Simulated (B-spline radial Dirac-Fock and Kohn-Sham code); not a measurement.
## Subshell cross sections of Sm²⁺, photon energy 67.1 eV

System: Sm²⁺, configuration 1s2 2s2 2p6 3s2 3p6 3d10 4s2 4p6 4d10 4f6 5s2 5p6.

Calculated with a radial B-spline solver, using the independent-particle Dirac-Slater model, thresholds from Dirac-Fock. The asymmetry parameter β is from the dipole term alone. Kinetic energies are from the vacuum level. Open shells are spread statistically over j, without multiplet splitting.

```csv
subshell,electrons,binding (eV),kinetic (eV),σ (kb),β
N6 (4f5/2),2.57,19.99,47.11,2270,0.45
N7 (4f7/2),3.43,19.45,47.65,3090,0.44
O1 (5s),2,65.17,1.93,96.6,1.38
O2 (5p1/2),2,43.59,23.51,411,1.36
O3 (5p3/2),4,40.00,27.10,593,0.75
```

Branching ratios of the spin-orbit partners (statistical value in brackets): 4f 1.37 (1.33), 5p 1.44 (2.00).

At such low photon energies correlation between channels can change these cross sections by tens of per cent.
